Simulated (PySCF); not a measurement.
# Electronic absorption of CH8F3P3Si2

Species: CH₈F₃P₃Si₂.
Geometry (PBE0-D3(BJ)/def2-SVP, Å), atoms numbered from 1 in this order:
```
atom  x, y, z in Å
F1    -2.422   -1.034   -1.532
C2    -2.168   -1.859   -0.508
F3    -3.345   -2.261   -0.027
F4    -1.540   -2.924   -1.010
P5    -1.134   -1.091    0.889
Si6   -2.181    0.934    0.859
P7     0.648   -0.611   -0.385
P8     1.250    1.286    0.649
Si9    3.459    0.813    0.785
H10   -1.860    1.646    2.126
H11   -1.790    1.759   -0.321
H12   -3.639    0.616    0.811
H13    1.532   -1.452    0.362
H14    1.366    2.051   -0.552
H15    3.971    0.143   -0.449
H16    4.195    2.092    1.010
H17    3.640   -0.097    1.953
```

Computed with TDDFT wB97X-D/def2-SVPD, vertical, gas phase, core orbitals frozen in the response in PySCF.

Problem. List the vertical singlet excitations with oscillator strengths and describe the spectrum.

Solution. 

```
state  E (eV)  λ (nm)  ν̃ (cm⁻¹)       f   main configurations (H = HOMO, L = LUMO)
   S1    5.01   247.6      40390   0.088                                  H→L (91%)
   S2    5.16   240.2      41630   0.042                                H→L+1 (92%)
   S3    5.67   218.6      45750   0.029                                H→L+2 (80%)
   S4    5.84   212.2      47120  0.0077     H-1→L (57%), H→L+3 (13%), H-1→L+1 (9%)
   S5    5.85   211.8      47220   0.030                 H→L+3 (70%), H-1→L+1 (14%)
   S6    6.07   204.4      48940   0.013                 H-1→L+1 (56%), H-1→L (19%)
   S7    6.37   194.6      51400   0.030                   H→L+4 (56%), H→L+5 (16%)
   S8    6.57   188.8      52960   0.048  H-2→L+1 (40%), H-1→L+3 (17%), H-2→L (15%)
   S9    6.65   186.5      53630   0.029                 H-1→L+2 (38%), H→L+5 (29%)
  S10    6.69   185.4      53920   0.044                 H-2→L (69%), H-2→L+1 (12%)
```

Triplets, Tamm–Dancoff:

```json
{"state": "T1", "E (eV)": "4.22", "λ (nm)": "294.1", "main configurations (H = HOMO, L = LUMO)": "H→L (67%), H→L+1 (18%)"}
{"state": "T2", "E (eV)": "4.37", "λ (nm)": "283.6", "main configurations (H = HOMO, L = LUMO)": "H→L+1 (65%), H→L (15%)"}
{"state": "T3", "E (eV)": "5.06", "λ (nm)": "245.2", "main configurations (H = HOMO, L = LUMO)": "H→L+3 (40%), H-1→L (13%)"}
{"state": "T4", "E (eV)": "5.21", "λ (nm)": "238.0", "main configurations (H = HOMO, L = LUMO)": "H→L+2 (59%), H-1→L (13%)"}
```

The lowest singlet comes at 248 nm (483 kJ/mol) in the ultraviolet; it is of moderate strength; its leading configuration is HOMO→LUMO (91%). The lowest level is also the most intense of those listed (f = 0.088). Löwdin shares by element: HOMO phosphorus 83% (atoms not listed hold the other 17%); LUMO phosphorus 65%, silicon 9% or more (atoms not listed hold the other 26%). Weighted by f, the mean energy of these states is 5.87 eV. The oscillator strengths of these states sum to 0.362; summed over the whole spectrum of an exact calculation they would give the number of electrons, 114 (Thomas–Reiche–Kuhn). Of the 10 states listed, 9 reach f = 0.01 and none stays under 0.0005. All these states lie below the vertical ionisation energy of 8.72 eV (ΔSCF). Only the lowest 10 singlets were computed, as vertical energies without vibronic structure.

One conformer stands for the species.
